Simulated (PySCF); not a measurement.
Species: C₇H₈SSi.
SMILES with atom numbers: `[CH:1]#[C:2][C:3]1([C:4]#[CH:5])[CH2:6][SiH2:7][CH2:8][S:9]1`

Probes without a nucleus sit at each ring's centroid and 1 Å off its mean plane on both sides; NICS is minus the shielding there, NICSzz its component along the normal. Level: GIAO PBE0/pcSseg-1 (PySCF, non-relativistic, gas phase) on the GFN2-xTB geometry, one conformer.

Ring bond lengths (Å), with Mayer bond orders in brackets: C3–C6 1.534 (0.99), C6–Si7 1.906 (0.90), Si7–C8 1.912 (0.85), C8–S9 1.821 (0.98), S9–C3 1.875 (1.05).

Question: What do the NICS probes read (ppm)?

Answer: 
```tsv
ring	type	NICS(0)	NICS(1), two faces	NICS(1)zz, two faces	rms pucker (Å)	centre to ring atoms, mean (Å)
C3–C6–Si7–C8–S9	5-membered ring with S and Si; formal bonds all single	-7.0	-3.9 / -4.6	-1.9 / -6.1	0.24	1.50
```

Question: What can be read from them?

Answer: 
- C3–C6–Si7–C8–S9: mean NICS(1)zz -4.0 ppm, shielded. C3, C6, Si7, C8 have four or more neighbours; no verdict on aromaticity is drawn. The two faces differ by 4.2 ppm, so no symmetry operation interchanges them.

Question: At the first NICS(1) probe listed for ring C3–C6–Si7–C8–S9, 1 Å off the ring, how large is the induced field along the normal in 7.05 T applied along it?

Answer: NICSzz × B0 = -1.9 ppm × 7.05 T = -13 μT, against the applied field.

Question: List the ring angles and the Hirshfeld charges of the ring atoms.

Answer: 
- C3–C6–Si7–C8–S9: C3 107.5° (+0.035 e), C6 107.5° (-0.159 e), Si7 98.4° (+0.346 e), C8 107.1° (-0.168 e), S9 95.8° (+0.012 e); sum 516.3° against 540° for a flat convex ring.

Question: How shielded are the nuclei of the rings and their hydrogens (means over atoms taken as equivalent)?

Answer: 
| atoms | environment | σ isotropic (ppm) |
| --- | --- | --- |
| C3 | sp3 carbon bound to sulfur | 141.3 |
| C6 | sp3 carbon bound to silicon | 153.9 |
| Si7 | SiH2 silicon | 369.2 |
| C8 | sp3 carbon bound to sulfur | 170.3 |
| S9 | sulfide sulfur | 311.3 |
| H on C6 (×2) | methylene hydrogen | 29.92 |
| H on Si7 (×2) | Si–H hydrogen | 27.17 |
| H on C8 (×2) | methylene hydrogen | 29.29 |

Hardware: one thread, Arm Neoverse N1 (aarch64) (shared host). Cost: 71 s, 1.0 GiB resident at most. This is the whole shielding run at PBE0/pcSseg-1, SCF included.
